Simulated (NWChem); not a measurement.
System: bromine (Br$_{2}$); SMILES BrBr

The following NWChem deck was run.

```
start job
memory heap 200 mb stack 900 mb global 1100 mb
geometry units angstroms noautosym nocenter noautoz
  Br     0.000000     0.000000     1.149184
  Br     0.000000     0.000000    -1.149184
end
basis spherical
  * library aug-cc-pvtz
end
dft
  xc xpbe96 cpbe96
  iterations 150
end
property
  response 1 0.0
end
task dft property
```

Coordinates come from a PBE0/def2-SVP optimisation.

Static field.

Q: Give the results of this calculation. (PBE/aug-cc-pVTZ.) Quantities: basis functions; isotropic polarisability (bohr³); anisotropy (bohr³).

A: 
```
Property                          Result
--------------------------------  ------
number of basis functions            118
isotropic polarisability (bohr³)    45.9
anisotropy (bohr³)                  24.9
```
